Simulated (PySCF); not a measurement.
**Polarisability and C₆ of Au+ (gold, charge +1)**

[Xe] 4f14 5d9 6s1, high-spin 3D determinant (an excited configuration). All numbers are calculated (PySCF 2.14, scalar relativity by spin-free X2C-1e, in ANO-RCC-VTZP (8s7p5d3f1g, 84 functions)). Coupled (time-dependent) response in atomic units; α is the mean over directions. The basis has no added diffuse functions, which lowers α and C₆.

```
method  mean α (bohr³)         α xx, yy, zz  C₆ (like pair)  S(−4)
  BLYP           19.72  19.63, 19.63, 19.92           150.2  148.6
```

S(−4) is the Cauchy moment in α(ω) = α(0) + S(−4) ω² + …

Spin-orbit coupling is absent.

α(iu) at BLYP:

```json
{"u (hartree)": "0", "α(iu) (bohr³)": "19.72"}
{"u (hartree)": "0.0500", "α(iu) (bohr³)": "19.36"}
{"u (hartree)": "0.100", "α(iu) (bohr³)": "18.39"}
{"u (hartree)": "0.200", "α(iu) (bohr³)": "15.62"}
{"u (hartree)": "0.300", "α(iu) (bohr³)": "12.97"}
{"u (hartree)": "0.500", "α(iu) (bohr³)": "9.340"}
{"u (hartree)": "0.750", "α(iu) (bohr³)": "6.858"}
{"u (hartree)": "1.00", "α(iu) (bohr³)": "5.372"}
{"u (hartree)": "1.50", "α(iu) (bohr³)": "3.591"}
{"u (hartree)": "2.00", "α(iu) (bohr³)": "2.553"}
{"u (hartree)": "3.00", "α(iu) (bohr³)": "1.461"}
{"u (hartree)": "5.00", "α(iu) (bohr³)": "0.6532"}
```

A single London oscillator, α(iu) = α/(1 + u²/ω²), gives C₆ = (3/4) ω α². Matching the computed C₆ needs ω = 4 × 150.2 / (3 × 19.72²) = 0.515 hartree.

For an ion, C₆ is the dispersion term alone; charge-induced terms of lower order in 1/R come first.

The components differ because the open shell of this determinant is not spherical; for a pure term their mean is the scalar polarisability.

Spin-orbit coupling, absent here, splits the open shell strongly.
